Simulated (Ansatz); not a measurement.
```yaml
crystal:
  periodic: [false, false, false]
  atoms:
    - {symbol: Br, position_ang: [-2.586709, 0.831441, -0.543560]}
    - {symbol: B, position_ang: [-0.837849, 0.267135, -0.182422]}
    - {symbol: C, position_ang: [0.591375, 0.617208, 0.170721]}
    - {symbol: C, position_ang: [0.155341, -0.865042, -0.035245]}
    - {symbol: H, position_ang: [1.250961, 1.047947, -0.577412]}
    - {symbol: H, position_ang: [0.847208, 0.922377, 1.181516]}
    - {symbol: H, position_ang: [0.537863, -1.376316, -0.914193]}
    - {symbol: H, position_ang: [0.133912, -1.501850, 0.844694]}
basis:
  gaussian: {orbitals: cc-pVTZ-DK, final_grid: {core_spheres: 20, valence_spheres: 16, degree: 47}}
total_charge: -1
magnetization: {spin_polarized: true, initial_magnetization: 1}
hamiltonian: {xc: {name: PBE0}, dispersion: d4, pseudopotentials: {relativity: none}}
output: {forces: true}
```

```sh
$ ansatz run in.yaml --threads 2 --pin off --events-out ev --progress --plain --max-ram 4352MiB
```

Output, abridged:

```
Functional definition: PBE0
  name "PBE0"
  cite "Adamo & Barone, J. Chem. Phys. 110, 6158 (1999) doi:10.1063/1.478522"
  cite "Perdew, Burke & Ernzerhof, Phys. Rev. Lett. 77, 3865 (1996) doi:10.1103/PhysRevLett.77.3865"
  parent pbe
  parameter a = 0.25
  parameter kappa = 0.804
  parameter beta = 0.06672455060314922
  exchange = (1 - a)*pbe_x(kappa = kappa, mu = beta*pi^2/3) + a*exact_x
  correlation = pbe_c(beta = beta)
1219 factors; their error is unknown
mean field evaluation 1: about -72262.5935 eV, gradient 3.2e1 eV
mean field evaluation 2: about -72256.4490 eV, gradient 4.6e1 eV
mean field evaluation 4: about -72267.6961 eV, gradient 9.1e-1 eV
mean field evaluation 8: about -72267.6989 eV, gradient 3.8e-2 eV
mean field evaluation 16: about -72267.9723 eV, gradient 7.2e-5 eV
mean field -72267.97230296 eV, -2655.7989971426 hartree, gradient 7.2e-5 eV, S^2 0.755953; 0 other end points of the search recorded, 0 dependent functions left out
the calculation of the forces begins
reference -72267.97233209 eV, -2655.7989982135 hartree; 29, 28 occupied and 160, 161 virtual orbitals, 1219 factors
WARN: the results are in doubt because the basis set is contracted for relativity, which is off
Total energy: -72268.11521831 eV, -2655.8042491849 hartree
Atom 0 at    -2.586709     0.831441    -0.543560 Å, force     2.468107    -0.796188     0.509622 eV/Å
Atom 1 at    -0.837849     0.267135    -0.182422 Å, force    -3.306238     1.066961    -0.682855 eV/Å
Atom 2 at     0.591375     0.617208     0.170721 Å, force    -0.247038     0.040661    -0.053920 eV/Å
Atom 3 at     0.155341    -0.865042    -0.035245 Å, force    -0.226227     0.112170    -0.043722 eV/Å
Atom 4 at     1.250961     1.047947    -0.577412 Å, force     0.410357    -0.021875    -0.201262 eV/Å
Atom 5 at     0.847208     0.922377     1.181516 Å, force     0.282790    -0.061601     0.354547 eV/Å
Atom 6 at     0.537863    -1.376316    -0.914193 Å, force     0.372832    -0.150190    -0.219227 eV/Å
Atom 7 at     0.133912    -1.501850     0.844694 Å, force     0.245416    -0.189938     0.336817 eV/Å
Dipole moment:    -0.559405     0.180500    -0.115502 e Å
In doubt: the basis set is contracted for relativity, which is off
```

Run time 13 s (2 threads of an Arm Neoverse V1 on a shared host); peak host memory 0.61 GiB.
